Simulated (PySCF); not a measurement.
Coordinates in bohr (charge 0 multiplicity 2):
```
Fe    0.0000    0.0000   -0.0642
H     2.5331    0.0000    1.1976
H    -1.2666    2.1937    1.1976
H    -1.2665   -2.1937    1.1976
```

Level of theory: PySCF, UPBE0, basis Fe def2-TZVP, H def2-TZVP (no relativity, density fitting).

This geometry of FeH₃ is a stationary point at this level.

What is the point group?

C3v.

Is it a minimum?

Yes: all harmonic wavenumbers are real.

List the harmonic modes with their infrared intensities.


```tsv
symmetry	ω (cm⁻¹)	IR (km/mol, summed over degenerate members)	type
e	582	20.1	bend
a1	710	89.8	bend
a1	1889	6.4	stretch
e	1908	331	stretch
```

What are the dipole moment and the gap between the highest occupied and lowest empty levels of either spin?

2.61 D and 4.53 eV.

In C3v the vibrations span 2e + 2a1.

Other isomers or separated fragments may lie lower. Other spin states or occupations of the open shell can lie lower. At this level a quartet minimum of C2v symmetry lies 159 kJ/mol below this structure.
